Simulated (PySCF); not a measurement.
PySCF input:

```python
from pyscf import gto, scf, dft

mol = gto.M(
    atom='''
    Si    0.46092426    0.05172233   -0.13674938
    Br    0.40127070   -0.67108094    1.95964064
    Br   -0.49668634   -1.41434405   -1.47192337
    Br   -0.58980467    1.99896187   -0.32113847
    N     2.13519857    0.18647064   -0.54411225
    H     2.58338163    0.99680234   -0.10698126
    ''',
    basis='def2-tzvpd',
    charge=0,
    spin=1,
    verbose=4,
)

mf = scf.UHF(mol).density_fit(auxbasis='def2-universal-jkfit')
mf.conv_tol = 1e-9
mf.max_cycle = 100
mf.max_memory = 1500
mf.kernel()
if not mf.converged:
    mf = mf.newton()
    mf.kernel(mf.make_rdm1())
for _ in range(2):
    mo, _, stable, _ = mf.stability(return_status=True)
    if stable:
        break
    mf.kernel(mf.make_rdm1(mo, mf.mo_occ))
mf.analyze()
```

Problem. What final total energy does it print?

Solution. -8061.38030 Eh (HF/def2-TZVPD).

It need not be the lowest isomer of its formula.
